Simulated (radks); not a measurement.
Values are calculated unless marked as measured or tabulated.
Q: Excited configurations of Mo2+: one electron is placed in a higher orbital outside [Kr] 4d3. The ground configuration is [Kr] 4d4. Level of theory: Dirac Kohn-Sham, PBEsol, spin-unpolarised, spherical densities, finite nucleus; open shells fill j = l - 1/2 first; Fermi nuclear charge, rms radius 4.4091 fm (a radial shooting solver on a logarithmic mesh with Libxc functionals). Excitation = E - E(ground); binding = E(ion) - E, where the ion is the core of charge +3; n* = 3/sqrt(2 binding) in atomic units, and the quantum defect is n - n*.

| outer orbital | excitation (eV) | binding (eV) | n* | quantum defect | eigenvalue (eV) | <r> (bohr) |
|---|---|---|---|---|---|---|
| 5p1/2 | 9.157 | 17.648 | 2.634 | 2.366 | -14.616 | 3.321 |
| 5d3/2 | 15.991 | 10.814 | 3.365 | 1.635 | -8.900 | 4.844 |
| 5f5/2 | 21.272 | 5.533 | 4.704 | 0.296 | -4.513 | 9.111 |
| 6s1/2 | 15.768 | 11.038 | 3.331 | 2.669 | -9.447 | 5.711 |
| 6d3/2 | 20.256 | 6.550 | 4.324 | 1.676 | -5.513 | 8.663 |
| 7d3/2 | 22.411 | 4.395 | 5.278 | 1.722 | -3.766 | 13.39 |

Estimate the row for 5s1/2.

A: excitation (eV) 3.981; binding (eV) 22.825; n* 2.316; quantum defect 2.684; eigenvalue (eV) -19.195; <r> (bohr) 2.842. The Delta-SCF ionisation energy is 26.805 eV (NIST Atomic Spectra Database: 27.1 eV, semi-empirical). Self-interaction in the functional shifts the binding energies and quantum defects, so they are the method's values and not measured ones. Spin polarisation and multiplet splitting are left out, so open shells lie too high by an amount that depends on their filling.

Beside tabulated values, note that spin-unpolarised runs miss the spin-polarisation part of the exchange energy of open shells.
